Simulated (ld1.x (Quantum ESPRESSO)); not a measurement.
Results of a calculation; reference values are marked as such.
# Potentials for fluorine compared

Generated with ld1.x 7.5 (TM, RRKJ, ultrasoft, PAW), atompaw 4.2 or ONCVPSP 4.0.1. The cutoff is in Ry: for ld1.x and atompaw files where the sum of valence levels is converged to 10 mRy in a Bessel basis, for ONCV files where the hardest occupied wave has 1 mHa per electron of residual kinetic energy. The error is the largest all-electron minus pseudo excitation energy over each file’s own four to seven test configurations (ionisations up to +4, promotions, holes and added fractions of an electron), all of which were solved. The labels leave out finer settings (local radius, basis sizes, second energies), which also bear on the numbers. Spin-polarised tests are not counted. The rows are a selection from randomly drawn settings: files with unsolved tests, undetermined cutoffs or missed reference levels are left out.

A true bound ghost makes a file unfit for plane-wave use even where its test errors are small: the radial tests pick states by their node count and pass the ghost by.

```tsv
potential	cutoff (Ry)	largest error (meV)	bound ghosts
TM semilocal, PBEsol, scalar-relativistic, rc 0.75/0.90 (sp), local s, core correction yes, reference 2s2 2p3.5	180	+39	none
TM, PBE, scalar-relativistic, rc 0.60/1.25/0.95 (spd), local s, core correction no, reference 2s1.5 2p5.5	160	+170	none
PAW, LDA (PZ), scalar-relativistic, rc 0.70/1.05 (sp), local smoothed, core correction yes, reference 2s2 2p4.75	70	-56	none
ultrasoft, PBE, non-relativistic, rc 0.80/1.00/0.85 (spd), local smoothed, core correction yes, reference 2s2 2p5	70	+268	none
PAW, PBE, scalar-relativistic, rc 0.70/1.65/1.45 (spd), local smoothed, core correction yes, reference 2s2 2p5	60	-37	none
PAW, PBEsol, scalar-relativistic, rc 0.95/1.40/1.40 (spd), local smoothed, core correction yes, reference 2s2 2p5	40	-27	none
```

(1) Fill in the row for F: TM, LDA (PZ), scalar-relativistic, rc 0.50/1.35 (sp), local s, core correction no, reference 2s2 2p5.

(2) Fill in the row for F: ultrasoft, LDA (PZ), scalar-relativistic, rc 0.60/1.80 (sp), local smoothed, core correction yes, reference 2s1.5 2p5.5.

(3) Fill in the row for F: TM, PBEsol, non-relativistic, rc 0.55/1.65/1.65 (spd), local smoothed, core correction no, reference 2s2 2p5.

Answers

(1) cutoff 300 Ry, largest error +2153 meV, bound ghosts: none.

(2) cutoff 100 Ry, largest error -168 meV, bound ghosts: none.

(3) cutoff 230 Ry, largest error +1013 meV, bound ghosts: s.
